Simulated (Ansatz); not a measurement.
Isolated molecules relaxed with PBE0-D4/def2-TZVP in Ansatz; ΔE leaves out vibrations. CCSD(T)/CBS is the MP2 limit (def2-TZVPP, def2-QZVPP) plus CCSD(T) − MP2 in def2-TZVPP, frozen cores. This one scheme is used for every species. Functionals use def2-TZVPP. B3LYP here is the variant with VWN-RPA as its local correlation; programs differ in this. def2 core potentials past Kr. For Sb outer-core shells are correlated without core-valence functions, which leaves a few kJ/mol of doubt a bond. Each species was taken in one conformer, which may not be the lowest.

`C[SiH2][S][SbH2]` → `C[S][SbH2]` + `[SiH2]`  (silylene formation by 1,1-elimination)

```
             level  ΔE (kJ/mol)  difference from CCSD(T)/CBS
            PBE-D4        360.1                         -0.7
          B3LYP-D4        351.1                         -9.7
           ωB97M-V        355.1                         -5.7
               PBE        350.6                        -10.2
            r2SCAN        378.9                         18.1
             B3LYP        335.7                        -25.1
SCS-MP2/def2-TZVPP        359.9                         -0.9
     HF/def2-QZVPP        336.3                        -24.5
    MP2/def2-QZVPP        383.0                         22.2
SCS-MP2/def2-QZVPP        365.8                          5.0
       CCSD(T)/CBS        360.8                            0
```

Largest T1 diagnostic among the species: 0.014.

In def2-TZVPP, CCSD(T) changes the Hartree–Fock value by +15.7 kJ/mol (the triples alone add +4.9 kJ/mol) and MP2 by +41.7 kJ/mol. From PBE to PBE0 (25 % exact exchange), in def2-TZVPP and without D4, ΔE moves by +12.7 kJ/mol.
